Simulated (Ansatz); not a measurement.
`C=C[CH2][In]([F])[F]` + HCl → `C=C[CH2][In]([F])[Cl]` + H–F  (ligand exchange at the In–F bond)

Calculated with Ansatz (gas phase, PBE0-D4/def2-TZVP geometries, no zero-point term in ΔE). CCSD(T)/CBS is the MP2 limit (def2-TZVPP, def2-QZVPP) plus CCSD(T) − MP2 in def2-TZVPP, frozen cores. This one scheme is used for every species. Functionals use def2-TZVPP. B3LYP here is the variant with VWN-RPA as its local correlation; programs differ in this. HSE06 is defined as in plane-wave codes. def2 core potentials past Kr. For In outer-core shells are correlated without core-valence functions, which leaves a few kJ/mol of doubt a bond. One conformer a species, not always the lowest.

`C=C[CH2][In]([F])[F]`:

```xyz
11

C     0.985    0.569    1.234
C     1.197    0.399   -0.062
C     0.234   -0.108   -1.079
In   -1.659   -0.621   -0.231
F    -3.200    0.545   -0.015
F    -2.199   -2.365    0.438
H     0.030    0.341    1.709
H     1.755    0.949    1.895
H     2.182    0.654   -0.454
H     0.621   -1.001   -1.577
H     0.054    0.638   -1.857
```

HCl:

```xyz
2

Cl   -0.160   -0.519   -0.337
H     0.160    0.519    0.337
```

`C=C[CH2][In]([F])[Cl]`:

```xyz
11

C    -1.133    0.347   -1.270
C     0.162    0.598   -1.139
C     1.042    0.243    0.012
In    0.068   -0.775    1.621
F    -1.826   -1.244    1.635
Cl    1.018   -1.506    3.605
H    -1.670    0.655   -2.159
H    -1.710   -0.170   -0.506
H     0.671    1.122   -1.949
H     1.870   -0.401   -0.300
H     1.507    1.132    0.450
```

H–F:

Z-matrix (Å, degrees):
```
F
H 1 0.920
```

```json
{"level": "PBE-D4", "ΔE (kJ/mol)": "-55.4", "difference from CCSD(T)/CBS": "6.7"}
{"level": "revPBE-D4", "ΔE (kJ/mol)": "-53.8", "difference from CCSD(T)/CBS": "8.3"}
{"level": "BLYP-D4", "ΔE (kJ/mol)": "-48.3", "difference from CCSD(T)/CBS": "13.8"}
{"level": "r2SCAN-D4", "ΔE (kJ/mol)": "-56.5", "difference from CCSD(T)/CBS": "5.6"}
{"level": "B97M-V", "ΔE (kJ/mol)": "-53.7", "difference from CCSD(T)/CBS": "8.4"}
{"level": "PBE0-D4", "ΔE (kJ/mol)": "-64.8", "difference from CCSD(T)/CBS": "-2.7"}
{"level": "B3LYP-D4", "ΔE (kJ/mol)": "-56.7", "difference from CCSD(T)/CBS": "5.4"}
{"level": "r2SCANh-D4", "ΔE (kJ/mol)": "-60.2", "difference from CCSD(T)/CBS": "1.9"}
{"level": "r2SCAN0-D4", "ΔE (kJ/mol)": "-65.2", "difference from CCSD(T)/CBS": "-3.1"}
{"level": "HSE06-D4", "ΔE (kJ/mol)": "-65.4", "difference from CCSD(T)/CBS": "-3.3"}
{"level": "CAM-B3LYP-D4", "ΔE (kJ/mol)": "-54.0", "difference from CCSD(T)/CBS": "8.1"}
{"level": "ωB97X-V", "ΔE (kJ/mol)": "-55.8", "difference from CCSD(T)/CBS": "6.3"}
{"level": "B2PLYP", "ΔE (kJ/mol)": "-56.1", "difference from CCSD(T)/CBS": "6.0"}
{"level": "PBE-QIDH", "ΔE (kJ/mol)": "-67.4", "difference from CCSD(T)/CBS": "-5.3"}
{"level": "PBE", "ΔE (kJ/mol)": "-52.8", "difference from CCSD(T)/CBS": "9.3"}
{"level": "revPBE", "ΔE (kJ/mol)": "-49.9", "difference from CCSD(T)/CBS": "12.2"}
{"level": "BLYP", "ΔE (kJ/mol)": "-43.5", "difference from CCSD(T)/CBS": "18.6"}
{"level": "r2SCAN", "ΔE (kJ/mol)": "-55.8", "difference from CCSD(T)/CBS": "6.3"}
{"level": "PBE0", "ΔE (kJ/mol)": "-62.4", "difference from CCSD(T)/CBS": "-0.3"}
{"level": "B3LYP", "ΔE (kJ/mol)": "-52.5", "difference from CCSD(T)/CBS": "9.6"}
{"level": "r2SCANh", "ΔE (kJ/mol)": "-59.4", "difference from CCSD(T)/CBS": "2.7"}
{"level": "r2SCAN0", "ΔE (kJ/mol)": "-64.4", "difference from CCSD(T)/CBS": "-2.3"}
{"level": "BHLYP", "ΔE (kJ/mol)": "-60.6", "difference from CCSD(T)/CBS": "1.5"}
{"level": "CAM-B3LYP", "ΔE (kJ/mol)": "-51.4", "difference from CCSD(T)/CBS": "10.7"}
{"level": "LC-ωPBE", "ΔE (kJ/mol)": "-51.7", "difference from CCSD(T)/CBS": "10.4"}
{"level": "RPA@PBE/def2-TZVPP", "ΔE (kJ/mol)": "-55.5", "difference from CCSD(T)/CBS": "6.6"}
{"level": "HF/def2-SVP", "ΔE (kJ/mol)": "-69.0", "difference from CCSD(T)/CBS": "-6.9"}
{"level": "MP2/def2-SVP", "ΔE (kJ/mol)": "-56.1", "difference from CCSD(T)/CBS": "6.0"}
{"level": "CCSD/def2-SVP", "ΔE (kJ/mol)": "-56.1", "difference from CCSD(T)/CBS": "6.0"}
{"level": "CCSD(T)/def2-SVP", "ΔE (kJ/mol)": "-55.9", "difference from CCSD(T)/CBS": "6.2"}
{"level": "MP2/def2-TZVPP", "ΔE (kJ/mol)": "-66.4", "difference from CCSD(T)/CBS": "-4.3"}
{"level": "SCS-MP2/def2-TZVPP", "ΔE (kJ/mol)": "-60.6", "difference from CCSD(T)/CBS": "1.5"}
{"level": "CCSD/def2-TZVPP", "ΔE (kJ/mol)": "-62.1", "difference from CCSD(T)/CBS": "0.0"}
{"level": "CCSD(T)/def2-TZVPP", "ΔE (kJ/mol)": "-61.7", "difference from CCSD(T)/CBS": "0.4"}
{"level": "HF/def2-QZVPP", "ΔE (kJ/mol)": "-63.4", "difference from CCSD(T)/CBS": "-1.3"}
{"level": "MP2/def2-QZVPP", "ΔE (kJ/mol)": "-65.8", "difference from CCSD(T)/CBS": "-3.7"}
{"level": "SCS-MP2/def2-QZVPP", "ΔE (kJ/mol)": "-60.2", "difference from CCSD(T)/CBS": "1.9"}
{"level": "HF/CBS(def2)", "ΔE (kJ/mol)": "-63.1", "difference from CCSD(T)/CBS": "-1.0"}
{"level": "MP2/CBS(def2)", "ΔE (kJ/mol)": "-66.7", "difference from CCSD(T)/CBS": "-4.6"}
{"level": "CCSD/CBS(def2)", "ΔE (kJ/mol)": "-62.4", "difference from CCSD(T)/CBS": "-0.3"}
{"level": "CCSD(T)/CBS", "ΔE (kJ/mol)": "-62.1", "difference from CCSD(T)/CBS": "0"}
```

Largest T1 diagnostic among the species: 0.015.

At CCSD(T), def2-SVP lies +6.2 kJ/mol from the extrapolated value and def2-TZVPP +0.4 kJ/mol. Leaving LDA and LC-ωPBE aside and taking each functional with its dispersion term where it has one, the values spread over 19.0 kJ/mol, from PBE-QIDH to BLYP-D4. LDA lies −8.2 kJ/mol from PBE without D4. From BLYP to BHLYP (50 % exact exchange), in def2-TZVPP and without D4, ΔE moves by −17.1 kJ/mol.

CCSD(T)/CBS has its own doubt, a few kJ/mol and more with outer-core shells, so smaller differences from it don't rank the levels.
